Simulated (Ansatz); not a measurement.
Steps of a relaxation of C₂H₆AlClSi with RKS PBE-D4/def2-SVP.

```sh
$ ansatz run in.yaml --threads 4 --pin off --events-out ev --progress --plain --max-ram 10444MiB
```

```yaml
crystal:
  periodic: [false, false, false]
  atoms:
    - {symbol: Cl, position_ang: [-1.319500, 1.931500, 1.051800]}
    - {symbol: C, position_ang: [-1.104200, 0.456600, 0.140400]}
    - {symbol: C, position_ang: [-0.005600, 0.595000, -0.906700]}
    - {symbol: Si, position_ang: [1.364800, -0.622700, -0.275200]}
    - {symbol: Al, position_ang: [-0.332700, -0.947000, 1.336700]}
    - {symbol: H, position_ang: [-2.044900, 0.127400, -0.329800]}
    - {symbol: H, position_ang: [-0.297200, 0.300900, -1.900400]}
    - {symbol: H, position_ang: [0.502800, 1.631200, -0.924500]}
    - {symbol: H, position_ang: [2.519300, 0.023600, 0.273000]}
    - {symbol: H, position_ang: [1.463800, -1.785900, -1.143200]}
    - {symbol: H, position_ang: [-0.681300, -1.767500, 2.698400]}
basis:
  gaussian: {orbitals: def2-SVP}
hamiltonian: {xc: pbe, dispersion: d4}
relax: {f_tol: 0.03, max_steps: 200}
```

Positions (Å) and forces (eV/Å) along the path, 11 of 12 steps:

```xyz
11
step=1 energy=-29141.6279 eV
Cl   -1.319    1.931    1.052   -0.414    1.233    0.918
C    -1.104    0.457    0.140   -0.700   -1.115   -0.433
C    -0.006    0.595   -0.907    2.058    0.964    0.746
Si    1.365   -0.623   -0.275   -1.084   -0.201    0.154
Al   -0.333   -0.947    1.337    0.029   -0.321    0.812
H    -2.045    0.127   -0.330   -0.477    0.389   -0.142
H    -0.297    0.301   -1.900   -0.446   -0.053   -1.049
H     0.503    1.631   -0.924   -0.920   -0.979   -0.118
H     2.519    0.024    0.273    1.515    0.507    0.055
H     1.464   -1.786   -1.143    0.640   -0.662   -0.741
H    -0.681   -1.768    2.698   -0.201    0.238   -0.201
11
step=2 energy=-29142.0940 eV
Cl   -1.370    1.937    1.104   -0.113    0.700    0.559
C    -1.157    0.454    0.152   -0.187   -1.168   -0.513
C     0.015    0.552   -0.858    0.636    0.615    0.053
Si    1.403   -0.675   -0.251   -0.287    0.043    0.141
Al   -0.350   -0.937    1.376   -0.125   -0.093    0.272
H    -2.112    0.208   -0.362   -0.005    0.258    0.092
H    -0.303    0.302   -1.882   -0.155   -0.048   -0.265
H     0.433    1.597   -0.895   -0.246   -0.410   -0.031
H     2.666    0.011    0.141    0.377    0.067   -0.121
H     1.626   -1.793   -1.221    0.207   -0.088   -0.159
H    -0.787   -1.712    2.718   -0.101    0.126   -0.028
11
step=3 energy=-29142.2087 eV
Cl   -1.326    1.866    1.204    0.089    0.158    0.327
C    -1.168    0.405    0.140   -0.170   -0.629   -0.645
C     0.025    0.540   -0.864   -0.107    0.032    0.034
Si    1.416   -0.672   -0.221    0.346    0.187   -0.161
Al   -0.386   -0.971    1.402   -0.072    0.191    0.067
H    -2.146    0.270   -0.381    0.205    0.146    0.175
H    -0.305    0.292   -1.899    0.018   -0.085    0.120
H     0.392    1.586   -0.909    0.016    0.041    0.019
H     2.752    0.027    0.015   -0.229   -0.107    0.055
H     1.731   -1.760   -1.232   -0.110    0.013    0.091
H    -0.920   -1.639    2.766    0.015    0.052   -0.080
11
step=5 energy=-29142.4012 eV
Cl   -1.115    1.629    1.409    0.157   -0.303   -0.032
C    -1.193    0.320    0.049   -0.107   -0.042   -0.426
C     0.016    0.531   -0.911   -0.319   -0.066    0.058
Si    1.441   -0.608   -0.204    0.056    0.043    0.081
Al   -0.400   -0.935    1.402   -0.012    0.220    0.024
H    -2.208    0.403   -0.416    0.372    0.089    0.226
H    -0.289    0.204   -1.932    0.073   -0.028    0.101
H     0.307    1.598   -0.987   -0.001    0.062   -0.067
H     2.771    0.085    0.031   -0.160   -0.020    0.016
H     1.741   -1.736   -1.177   -0.097    0.072    0.098
H    -1.005   -1.545    2.756    0.037   -0.027   -0.078
11
step=6 energy=-29142.4806 eV
Cl   -1.003    1.490    1.485    0.074    0.064   -0.043
C    -1.194    0.289   -0.003   -0.196   -0.032   -0.306
C     0.006    0.526   -0.942   -0.124    0.071    0.113
Si    1.432   -0.574   -0.174   -0.023   -0.017    0.010
Al   -0.405   -0.885    1.417    0.018   -0.099    0.057
H    -2.215    0.479   -0.415    0.307    0.040    0.190
H    -0.270    0.157   -1.955    0.026   -0.032    0.048
H     0.267    1.602   -1.044   -0.023   -0.014   -0.093
H     2.755    0.119    0.047   -0.038    0.050    0.018
H     1.716   -1.716   -1.131   -0.038    0.023    0.073
H    -1.023   -1.544    2.737    0.015   -0.054   -0.067
11
step=7 energy=-29142.5120 eV
Cl   -0.874    1.491    1.502   -0.027   -0.036   -0.013
C    -1.189    0.289   -0.012   -0.288    0.308   -0.137
C    -0.009    0.516   -0.963   -0.021    0.075   -0.045
Si    1.430   -0.534   -0.142   -0.072   -0.058   -0.074
Al   -0.410   -0.892    1.415   -0.041   -0.062    0.063
H    -2.210    0.585   -0.367    0.393   -0.118    0.162
H    -0.280    0.061   -1.945    0.040    0.000    0.099
H     0.219    1.593   -1.153   -0.059   -0.178   -0.017
H     2.734    0.189    0.081   -0.015    0.027    0.014
H     1.710   -1.702   -1.063    0.072    0.024    0.002
H    -1.055   -1.653    2.667    0.018    0.019   -0.055
11
step=8 energy=-29142.5265 eV
Cl   -0.834    1.504    1.537    0.050   -0.055   -0.114
C    -1.181    0.333    0.008   -0.239    0.032   -0.110
C    -0.018    0.502   -0.973    0.010    0.201   -0.004
Si    1.429   -0.526   -0.138   -0.028   -0.047   -0.080
Al   -0.420   -0.899    1.408   -0.090   -0.007    0.002
H    -2.198    0.647   -0.328    0.278   -0.066    0.118
H    -0.303   -0.018   -1.922   -0.003    0.048    0.177
H     0.205    1.565   -1.240   -0.028   -0.199    0.017
H     2.714    0.226    0.106   -0.034    0.021    0.026
H     1.757   -1.684   -1.055    0.059    0.026   -0.006
H    -1.086   -1.708    2.617    0.026    0.046   -0.026
11
step=9 energy=-29142.5436 eV
Cl   -0.743    1.507    1.533    0.028   -0.029    0.009
C    -1.183    0.362    0.024    0.000   -0.032   -0.003
C    -0.034    0.484   -0.976   -0.059    0.062   -0.213
Si    1.420   -0.535   -0.146    0.087   -0.036   -0.066
Al   -0.443   -0.925    1.389   -0.063    0.060   -0.089
H    -2.188    0.720   -0.279    0.106   -0.031    0.016
H    -0.346   -0.089   -1.889    0.039    0.103    0.196
H     0.189    1.528   -1.311   -0.024   -0.202    0.071
H     2.661    0.273    0.170   -0.104   -0.031    0.015
H     1.855   -1.649   -1.082   -0.025    0.104    0.049
H    -1.124   -1.732    2.587    0.015    0.033    0.014
11
step=10 energy=-29142.5509 eV
Cl   -0.651    1.494    1.548    0.000   -0.061   -0.061
C    -1.177    0.380    0.030    0.018   -0.038    0.052
C    -0.049    0.456   -0.993   -0.031    0.063   -0.116
Si    1.408   -0.552   -0.159    0.178   -0.011   -0.088
Al   -0.465   -0.950    1.364   -0.049    0.064   -0.066
H    -2.170    0.783   -0.246    0.035    0.009    0.007
H    -0.387   -0.148   -1.874    0.047    0.082    0.147
H     0.184    1.481   -1.370   -0.033   -0.127    0.056
H     2.582    0.311    0.274   -0.137   -0.111   -0.082
H     1.933   -1.590   -1.140   -0.033    0.126    0.147
H    -1.143   -1.721    2.587    0.005    0.004    0.004
11
step=11 energy=-29142.5543 eV
Cl   -0.641    1.479    1.545   -0.002    0.029    0.016
C    -1.179    0.381    0.030    0.004   -0.028    0.023
C    -0.052    0.455   -0.992   -0.010    0.007   -0.087
Si    1.405   -0.552   -0.158    0.130   -0.006   -0.051
Al   -0.474   -0.956    1.356   -0.006    0.027   -0.018
H    -2.167    0.798   -0.242    0.013   -0.012   -0.005
H    -0.390   -0.147   -1.870    0.016    0.030    0.055
H     0.182    1.478   -1.367   -0.009   -0.053    0.027
H     2.575    0.318    0.251   -0.081   -0.053   -0.002
H     1.952   -1.591   -1.117   -0.051    0.061    0.045
H    -1.146   -1.721    2.586   -0.004   -0.003   -0.004
11
step=12 energy=-29142.5554 eV
Cl   -0.647    1.486    1.541    0.004    0.018    0.016
C    -1.178    0.378    0.030   -0.011   -0.004    0.012
C    -0.050    0.456   -0.992    0.007    0.007   -0.017
Si    1.407   -0.552   -0.161    0.012   -0.003    0.001
Al   -0.468   -0.949    1.359   -0.007   -0.012   -0.017
H    -2.167    0.790   -0.245    0.008   -0.007   -0.004
H    -0.388   -0.143   -1.870    0.001   -0.004    0.004
H     0.182    1.479   -1.362   -0.002   -0.007    0.003
H     2.573    0.309    0.257   -0.004    0.001   -0.003
H     1.942   -1.589   -1.120   -0.006    0.007    0.002
H    -1.141   -1.721    2.584   -0.002    0.005    0.003
```

It took 6.5 s on 4 threads of an AMD EPYC 9R45 on a shared host, with 0.18 GiB of host memory at the peak.
